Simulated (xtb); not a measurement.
H10PSi3 (SMILES [SiH3][PH+]([SiH3])[SiH3]), charge +1, singlet, geometry from GFN2-xTB; GFN2-xTB (xtb).

Here is a job for xtb.
```
$ xtb mol.xyz --gfn 2 --chrg 1 --etemp 5000 --json

# file mol.xyz
14

Si     0.04855822     2.11290942    -0.85500834
P      0.01950077     0.08838821     0.25094838
Si     1.93130246    -1.20017790     0.16561152
Si    -2.00194028    -1.01280841     0.40526237
H      1.33519795     2.68962615    -0.47445846
H     -0.05592548     1.70799273    -2.25325371
H     -1.12206275     2.80668367    -0.32473858
H      0.12031585     0.54533767     1.54830160
H      3.00016157    -0.24023002     0.42810434
H      1.89511433    -1.72527509    -1.19561141
H      1.71912968    -2.19299625     1.21544799
H     -1.75914735    -2.02730016     1.42737797
H     -2.93537617     0.04252360     0.78975421
H     -2.18080473    -1.53110888    -0.94726734
```

The log (banner, timings and long lists left out):

```
   ID    Z sym.   atoms
    1   14 Si     1, 3, 4
    2   15 P      2
    3    1 H      5-14

           -------------------------------------------------
          |                Calculation Setup                |
           -------------------------------------------------

           -------------------------------------------------
          |                 G F N 2 - x T B                 |
           -------------------------------------------------

          ...................................................
          :                      SETUP                      :
          :.................................................:
          :  # basis functions                  50          :
          :  # atomic orbitals                  46          :
          :  # shells                           22          :
          :  # electrons                        26          :
          :  max. iterations                   250          :
          :  Hamiltonian                  GFN2-xTB          :
          :  restarted?                      false          :
          :  GBSA solvation                  false          :
          :  PC potential                    false          :
          :  electronic temp.         5000.0000000     K    :
          :  accuracy                    1.0000000          :
          :  -> integral cutoff          0.2500000E+02      :
          :  -> integral neglect         0.1000000E-07      :
          :  -> SCF convergence          0.1000000E-05 Eh   :
          :  -> wf. convergence          0.1000000E-03 e    :
          :  Broyden damping             0.4000000          :
          :  net charge                          1          :
          :  unpaired electrons                  0          :
          ...................................................

 iter      E             dE          RMSdq      gap      omega  full diag
   1    -12.3280466 -0.123280E+02  0.933E+00    4.87       0.0  T
   2    -12.5304799 -0.202433E+00  0.439E+00    4.32       1.0  T
   3    -12.5332410 -0.276108E-02  0.262E+00    4.35       1.0  T
   4    -12.5337119 -0.470915E-03  0.889E-01    4.37       1.0  T
   5    -12.5336211  0.908070E-04  0.335E-01    4.41       1.0  T
   6    -12.5340402 -0.419124E-03  0.137E-01    4.36       1.0  T
   7    -12.5341162 -0.759505E-04  0.348E-02    4.37       1.0  T
   8    -12.5341179 -0.175917E-05  0.139E-02    4.37       1.9  T
   9    -12.5341187 -0.729611E-06  0.644E-03    4.37       4.1  T
[...]
         :: total energy             -12.424736609095 Eh    ::
[...]
    13   1 H        0.919    -0.010     3.246     2.818
    14   1 H        0.919    -0.023     3.490     2.922

 Mol. C6AA /au·bohr⁶  :       3694.608125
 Mol. C8AA /au·bohr⁸  :     169311.651258
 Mol. α(0) /au        :        108.948118

Wiberg/Mayer (AO) data.
largest (>0.10) Wiberg bond orders for each atom

 ---------------------------------------------------------------------------
     #   Z sym  total        # sym  WBO       # sym  WBO       # sym  WBO
 ---------------------------------------------------------------------------
     1  14 Si   3.469 --     6 H    0.882     7 H    0.877     5 H    0.877
                             2 P    0.739
     2  15 P    3.592 --     8 H    0.967     3 Si   0.739     4 Si   0.739
                             1 Si   0.739
     3  14 Si   3.469 --    10 H    0.882     9 H    0.877    11 H    0.877
                             2 P    0.739
     4  14 Si   3.469 --    14 H    0.882    12 H    0.877    13 H    0.877
                             2 P    0.739
     5   1 H    0.997 --     1 Si   0.877
     6   1 H    0.998 --     1 Si   0.882
     7   1 H    0.997 --     1 Si   0.877
     8   1 H    0.999 --     2 P    0.967
     9   1 H    0.997 --     3 Si   0.877
    10   1 H    0.998 --     3 Si   0.882
    11   1 H    0.997 --     3 Si   0.877
    12   1 H    0.997 --     4 Si   0.877
    13   1 H    0.997 --     4 Si   0.877
    14   1 H    0.998 --     4 Si   0.882
 ---------------------------------------------------------------------------

Topologies differ in total number of bonds
Writing topology from bond orders to xtbtopo.mol

molecular dipole:
                 x           y           z       tot (Debye)
 q only:       -0.019      -0.087      -0.247
   full:        0.002       0.009       0.026       0.070
molecular quadrupole (traceless):
                xx          xy          yy          xz          yz          zz
 q only:        6.175      -0.456       4.209      -1.295      -5.868     -10.384
  q+dip:        4.662      -0.344       3.178      -0.977      -4.430      -7.840
   full:        5.253      -0.388       3.580      -1.101      -4.992      -8.833

           -------------------------------------------------
          | TOTAL ENERGY              -12.424736609095 Eh   |
          | GRADIENT NORM               0.001049645860 Eh/α |
          | HOMO-LUMO GAP               4.370768388261 eV   |
           -------------------------------------------------

normal termination of xtb
```
